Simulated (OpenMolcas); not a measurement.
Re3+ in a point-charge field

Re3+ among 3 point charges of -1.95 e arranged as a planar triangle (D3h), 2.13 Å from the ion.
```
   2.1300    0.0000    0.0000  -1.95
  -1.0650    1.8446    0.0000  -1.95
  -1.0650   -1.8446    0.0000  -1.95
```

```json
{
 "Program": "OpenMolcas 26.06",
 "Method": "SS-CASPT2, IPEA 0.25 Eh, imaginary shift 0.1 Eh (closed shells correlated: 4f 5s 5p)",
 "Basis": "ANO-RCC-VDZP [7s6p4d2f1g]",
 "Scalar Hamiltonian": "DKH2, point nucleus",
 "Active space": "4 electrons in 5 orbitals (5d)",
 "State averaging": "2S+1 = 5 even, 5 roots; 2S+1 = 3 even, 45 roots; 2S+1 = 1 even, 50 roots",
 "Spin-orbit coupling": "RASSI with atomic mean-field integrals over the reference wave functions"
}
```

The lowest spin-free states (labels of D3, the rotations of D3h), above the lowest:

```json
{"State": "5E", "Degeneracy": "2", "E (cm-1)": "0", "Free-ion L (%)": "D (100)"}
{"State": "3A2", "Degeneracy": "1", "E (cm-1)": "12420", "Free-ion L (%)": "H (52)"}
{"State": "3E", "Degeneracy": "2", "E (cm-1)": "12580", "Free-ion L (%)": "F (33)"}
{"State": "3A1", "Degeneracy": "1", "E (cm-1)": "13640", "Free-ion L (%)": "G (49)"}
{"State": "3A2", "Degeneracy": "1", "E (cm-1)": "13650", "Free-ion L (%)": "G (49)"}
{"State": "5E", "Degeneracy": "2", "E (cm-1)": "14490", "Free-ion L (%)": "D (100)"}
{"State": "3E", "Degeneracy": "2", "E (cm-1)": "16030", "Free-ion L (%)": "G (42)"}
{"State": "3E", "Degeneracy": "2", "E (cm-1)": "16420", "Free-ion L (%)": "H (70)"}
{"State": "3E", "Degeneracy": "2", "E (cm-1)": "17330", "Free-ion L (%)": "H (56)"}
{"State": "3E", "Degeneracy": "2", "E (cm-1)": "18050", "Free-ion L (%)": "F (42)"}
{"State": "3A2", "Degeneracy": "1", "E (cm-1)": "18090", "Free-ion L (%)": "P (63)"}
{"State": "1A1", "Degeneracy": "1", "E (cm-1)": "19750", "Free-ion L (%)": "D (55)"}
{"State": "3A1", "Degeneracy": "1", "E (cm-1)": "20110", "Free-ion L (%)": "G (63)"}
{"State": "1E", "Degeneracy": "2", "E (cm-1)": "20190", "Free-ion L (%)": "I (64)"}
{"State": "1A1", "Degeneracy": "1", "E (cm-1)": "20770", "Free-ion L (%)": "I (70)"}
{"State": "1E", "Degeneracy": "2", "E (cm-1)": "20830", "Free-ion L (%)": "I (70)"}
{"State": "5A1", "Degeneracy": "1", "E (cm-1)": "21150", "Free-ion L (%)": "D (100)"}
{"State": "1E", "Degeneracy": "2", "E (cm-1)": "21910", "Free-ion L (%)": "G (32)"}
{"State": "1E", "Degeneracy": "2", "E (cm-1)": "22340", "Free-ion L (%)": "G (93)"}
{"State": "3E", "Degeneracy": "2", "E (cm-1)": "22650", "Free-ion L (%)": "P (70)"}
```

The lowest levels with spin-orbit coupling:

| E (cm-1) | Degeneracy | Label | 2S+1 | g |
| --- | --- | --- | --- | --- |
| 0 | 1 | A1 | 5 (82 %) |  |
| 800 | 1 | A2 | 5 |  |
| 2760 | 2 | E | 5 (90 %) | 0.00 0.00 0.12 |
| 4680 | 2 | E | 5 (87 %) | 0.00 0.00 3.94 |
| 6690 | 1 | A1 | 5 (89 %) |  |
| 6690 | 1 | A2 | 5 (89 %) |  |
| 8730 | 2 | E | 5 | 0.00 0.00 11.74 |
| 12920 | 1 | A1 | 3 (52 %) |  |
| 13390 | 2 | E | 3 (79 %) | 0.00 0.00 3.14 |
| 13820 | 2 | E | 3 (72 %) | 0.00 0.00 2.36 |
| 15380 | 1 | A1 | 3 (67 %) |  |
| 15410 | 2 | E | 5 (59 %) | 0.00 0.00 4.40 |
| 16390 | 1 | A1 | 3 (70 %) |  |
| 16750 | 2 | E | 3 | 0.00 0.00 4.82 |
| 17520 | 1 | A2 | 5 (67 %) |  |
| 17710 | 1 | A1 | 3 (84 %) |  |
| 17720 | 1 | A2 | 3 (84 %) |  |
| 17820 | 2 | E | 3 (86 %) | 0.00 0.00 1.60 |
| 18460 | 2 | E | 3 (50 %) | 0.00 0.00 2.79 |
| 19170 | 1 | A1 | 3 (76 %) |  |

Powder χT (cm3 K/mol): 0.00227 at 2 K, 0.0114 at 10 K, 0.0569 at 50 K, 0.114 at 100 K, 0.227 at 200 K, 0.333 at 300 K. The effective moment at 300 K is 2.828 √(χT) = 1.63 μB.

Roots that are degenerate in the reference are averaged as groups; the widest CASPT2 spread within a group is 160 cm-1 (the 2-fold group of multiplicity 5 near 0 cm-1 above the lowest state of its run). Shifts and gaps below about the spread of the groups concerned are not significant. An orbital doublet at a regular site is open to a Jahn-Teller distortion, which this geometry leaves out. This shell can be high or low spin here, a state of another spin lies low, and with metal d orbitals alone active their balance is uncertain, so the ground spin may be wrong. Point charges give a weaker field than real ligands, and real ions of this kind are as a rule low spin; the high spin found here belongs to the model. Free-ion shares, where given, are those of the reference states; single-state CASPT2 does not remix them. This is an electrostatic model: the charges have no orbitals. No measured value stands beside these numbers.

With an even number of electrons the g values are those of a degenerate or nearly degenerate non-Kramers pair.
